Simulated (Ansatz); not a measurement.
Geometry optimisation of CH3BrClFSi, SMILES `F[SiH2]C(Cl)Br`.

```yaml
crystal:
  periodic: [false, false, false]
  atoms:
    - {symbol: F, position_ang: [-1.259816, -0.313250, 1.755693]}
    - {symbol: Si, position_ang: [-0.167395, 0.472242, 0.820024]}
    - {symbol: C, position_ang: [0.207120, -0.591176, -0.713686]}
    - {symbol: Cl, position_ang: [-1.268907, -0.901963, -1.668640]}
    - {symbol: Br, position_ang: [1.560392, 0.450443, -1.712023]}
    - {symbol: H, position_ang: [-0.758161, 1.762499, 0.353621]}
    - {symbol: H, position_ang: [1.094715, 0.630354, 1.610005]}
    - {symbol: H, position_ang: [0.684052, -1.566249, -0.500794]}
basis:
  gaussian: {orbitals: def2-TZVP}
hamiltonian: {xc: pbe0, dispersion: d4}
relax: {f_tol: 0.005, max_steps: 150}
```

```sh
$ ansatz run in.yaml --threads 4 --pin off --events-out ev --progress --plain --max-ram 10444MiB
```

It prints (some lines left out):

```
Functional definition: PBE0
  name "PBE0"
  cite "Adamo & Barone, J. Chem. Phys. 110, 6158 (1999) doi:10.1063/1.478522"
  cite "Perdew, Burke & Ernzerhof, Phys. Rev. Lett. 77, 3865 (1996) doi:10.1103/PhysRevLett.77.3865"
  parent pbe
  parameter a = 0.25
  parameter kappa = 0.804
  parameter beta = 0.06672455060314922
  exchange = (1 - a)*pbe_x(kappa = kappa, mu = beta*pi^2/3) + a*exact_x
  correlation = pbe_c(beta = beta)
mean field -94233.81042868 eV, -3463.0286592831 hartree, gradient 2.9e-5 eV, S^2 0.000000; 0 other end points of the search recorded, 0 dependent functions left out
the calculation of the forces begins
relax step   1: F+E_penalty+E_count = -94234.01174852 eV  Δ(F+E_penalty+E_count) = +0.000e0 eV  max|allowed force component| = 8.874e-1 eV/Å  Δτ_max = 0.0000 Å  (29 SCF iters, accepted)
these checks for a lower state are left out or cut short: starts, cluster_reference, orbital_swaps, neighbouring_geometries, increment
mean field -94233.85624012 eV, -3463.0303428227 hartree, gradient 2.5e-5 eV, S^2 0.000000; 0 other end points of the search recorded, 0 dependent functions left out
the calculation of the forces begins
relax step   2: F+E_penalty+E_count = -94234.05893172 eV  Δ(F+E_penalty+E_count) = -4.718e-2 eV  max|allowed force component| = 5.119e-1 eV/Å  Δτ_max = 0.0377 Å  (32 SCF iters, accepted)
these checks for a lower state are left out or cut short: starts, cluster_reference, orbital_swaps, neighbouring_geometries, increment
mean field -94233.86868933 eV, -3463.0308003226 hartree, gradient 2.4e-5 eV, S^2 0.000000; 0 other end points of the search recorded, 0 dependent functions left out
the calculation of the forces begins
relax step   3: F+E_penalty+E_count = -94234.07223508 eV  Δ(F+E_penalty+E_count) = -1.330e-2 eV  max|allowed force component| = 1.071e-1 eV/Å  Δτ_max = 0.0300 Å  (32 SCF iters, accepted)
these checks for a lower state are left out or cut short: starts, cluster_reference, orbital_swaps, neighbouring_geometries, increment
mean field -94233.87002184 eV, -3463.0308492915 hartree, gradient 2.4e-5 eV, S^2 0.000000; 0 other end points of the search recorded, 0 dependent functions left out
the calculation of the forces begins
relax step   4: F+E_penalty+E_count = -94234.07341691 eV  Δ(F+E_penalty+E_count) = -1.182e-3 eV  max|allowed force component| = 3.455e-2 eV/Å  Δτ_max = 0.0125 Å  (32 SCF iters, accepted)
these checks for a lower state are left out or cut short: starts, cluster_reference, orbital_swaps, neighbouring_geometries, increment
mean field -94233.87011014 eV, -3463.0308525364 hartree, gradient 2.4e-5 eV, S^2 0.000000; 0 other end points of the search recorded, 0 dependent functions left out
the calculation of the forces begins
relax step   5: F+E_penalty+E_count = -94234.07347849 eV  Δ(F+E_penalty+E_count) = -6.158e-5 eV  max|allowed force component| = 1.380e-2 eV/Å  Δτ_max = 0.0016 Å  (34 SCF iters, accepted)
these checks for a lower state are left out or cut short: starts, cluster_reference, orbital_swaps, neighbouring_geometries, increment
mean field -94233.87012577 eV, -3463.0308531109 hartree, gradient 2.4e-5 eV, S^2 0.000000; 0 other end points of the search recorded, 0 dependent functions left out
the calculation of the forces begins
relax step   6: F+E_penalty+E_count = -94234.07348891 eV  Δ(F+E_penalty+E_count) = -1.042e-5 eV  max|allowed force component| = 1.006e-2 eV/Å  Δτ_max = 0.0039 Å  (33 SCF iters, accepted)
these checks for a lower state are left out or cut short: starts, cluster_reference, orbital_swaps, neighbouring_geometries, increment
mean field -94233.87012555 eV, -3463.0308531027 hartree, gradient 2.4e-5 eV, S^2 0.000000; 0 other end points of the search recorded, 0 dependent functions left out
the calculation of the forces begins
relax step   7: F+E_penalty+E_count = -94234.07349580 eV  Δ(F+E_penalty+E_count) = -6.894e-6 eV  max|allowed force component| = 5.577e-3 eV/Å  Δτ_max = 0.0016 Å  (33 SCF iters, accepted)
these checks for a lower state are left out or cut short: starts, cluster_reference, orbital_swaps, neighbouring_geometries, increment
mean field -94233.87012510 eV, -3463.0308530861 hartree, gradient 2.4e-5 eV, S^2 0.000000; 0 other end points of the search recorded, 0 dependent functions left out
the calculation of the forces begins
relax step   8: F+E_penalty+E_count = -94234.07349969 eV  Δ(F+E_penalty+E_count) = -3.889e-6 eV  max|allowed force component| = 2.002e-3 eV/Å  Δτ_max = 0.0006 Å  (34 SCF iters, accepted)
mean field -94233.87012510 eV, -3463.0308530861 hartree, gradient 2.4e-5 eV, S^2 0.000000; 1 other end points of the search recorded, 0 dependent functions left out
the calculation of the forces begins
Total energy: -94234.07352919 eV, -3463.0383280485 hartree
Atom 0 at    -1.231747    -0.297996     1.725580 Å, force    -0.000084     0.000237     0.000079 eV/Å
Atom 1 at    -0.167513     0.463468     0.811423 Å, force     0.001115    -0.000615    -0.000469 eV/Å
Atom 2 at     0.200818    -0.591315    -0.703549 Å, force    -0.001128    -0.000985     0.002002 eV/Å
Atom 3 at    -1.247851    -0.897455    -1.657682 Å, force    -0.000338    -0.000461    -0.000670 eV/Å
Atom 4 at     1.530504     0.448765    -1.679892 Å, force     0.001321     0.001387    -0.000855 eV/Å
Atom 5 at    -0.745186     1.742796     0.355640 Å, force     0.000127    -0.000130     0.000212 eV/Å
Atom 6 at     1.079987     0.623346     1.589246 Å, force    -0.000433     0.000412    -0.000026 eV/Å
Atom 7 at     0.672988    -1.548709    -0.496566 Å, force    -0.000582     0.000156    -0.000274 eV/Å
Dipole moment:     0.212025    -0.007519     0.081954 e Å
```

Hardware: 4 threads of an Arm Neoverse V1 on a shared host. Wall time 42 s, peak host memory 0.65 GiB.
